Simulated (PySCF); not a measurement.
# Magnetisability and related constants of `O=C=PCC(F)(F)F`, C$_{3}$H$_{2}$F$_{3}$OP

Method used: GIAO BHandHLYP/3-21G magnetisability, rotational g tensor and spin-rotation constants, non-relativistic, gas phase (PySCF). Geometry: GFN2-xTB.

Input:
```
{"job": {"kind": "mag", "xc": "BHandHLYP", "basis": "3-21G", "scf": {"conv": 1e-07, "aux": "def2-qzvpp-jkfit"}}, "charge": 0, "multiplicity": 1}
O      2.854219     0.964548     0.291061
C      2.111116     0.078654     0.263644
P      1.221768    -1.310961     0.325694
C     -0.295364    -0.626166    -0.575777
C     -1.033390     0.376475     0.279868
F     -1.356143    -0.115276     1.481583
F     -0.316893     1.489177     0.497980
F     -2.180448     0.771624    -0.295093
H     -0.028691    -0.157549    -1.524080
H     -0.967291    -1.465871    -0.767408
```
Coordinates are in Å.

Command: `OMP_NUM_THREADS=1 python excited_run.py task.json out`

**Question.** Show the output.

**Answer.** Atoms count from 0.
```
final grid: 102320 points
cycle   1  E = -826.7233120317  dE =  1.190e+00  |g| = 1.066e+00  |ddm| = 3.461e+00
cycle   2  E = -826.5473111268  dE =  1.760e-01  |g| = 1.540e+00  |ddm| = 1.853e+00
cycle   3  E = -826.9507421119  dE = -4.034e-01  |g| = 2.743e-01  |ddm| = 1.040e+00
cycle   4  E = -826.9657870725  dE = -1.504e-02  |g| = 4.543e-02  |ddm| = 2.395e-01
cycle   5  E = -826.9662438714  dE = -4.568e-04  |g| = 1.255e-02  |ddm| = 5.671e-02
cycle   6  E = -826.9662837908  dE = -3.992e-05  |g| = 4.736e-03  |ddm| = 1.837e-02
cycle   7  E = -826.9662929473  dE = -9.157e-06  |g| = 1.434e-03  |ddm| = 8.710e-03
cycle   8  E = -826.9662940391  dE = -1.092e-06  |g| = 4.729e-04  |ddm| = 2.813e-03
cycle   9  E = -826.9662941972  dE = -1.580e-07  |g| = 2.043e-04  |ddm| = 1.241e-03
cycle  10  E = -826.9662942181  dE = -2.093e-08  |g| = 4.190e-05  |ddm| = 4.574e-04
converged SCF energy = -826.9662942181

Magnetisability tensor (1e-30 J/T^2)
    -1269.56       -9.93      -43.04
       -9.93    -1160.74       -8.52
      -43.04       -8.52    -1151.15
isotropic -1193.82   principal values   -1284.73  -1160.64  -1136.09
isotropic susceptibility -71.893 1e-6 cm^3/mol

Inertial axes            a          b          c
rot. const./GHz      2.9846     1.1888     1.0126
chi total           -75.998    -70.329    -69.353
chi diamagnetic    -455.318   -980.366  -1133.707
chi paramagnetic    379.321    910.037   1064.354
quadrupole/D A       -3.292     -0.707      3.999
g nuclear            0.5108     0.4958     0.4940
g electronic        -0.5319    -0.5082    -0.5063
g total             -0.0211    -0.0124    -0.0123

Spin-rotation constants (kHz, H = +C I.J)
atom  isotope        aa         bb         cc
  2    31P        1.716      1.100      0.769
  5    19F        2.727      1.234      0.754
  6    19F        3.321      0.694      0.893
  7    19F        2.072      1.004      1.133
  8     1H       -0.362     -0.109     -0.007
  9     1H       -0.286     -0.022     -0.124
  0    17O*      -0.942     -0.454     -0.476
  1    13C*       1.131      0.286      0.484
  3    13C*       0.342      0.111      0.114
  4    13C*       0.763      0.308      0.255
* in the singly substituted isotopologue
```

It took 7.6 s wall time on 1 thread of an Arm Neoverse V1, shared host, peak memory 0.56 GiB.
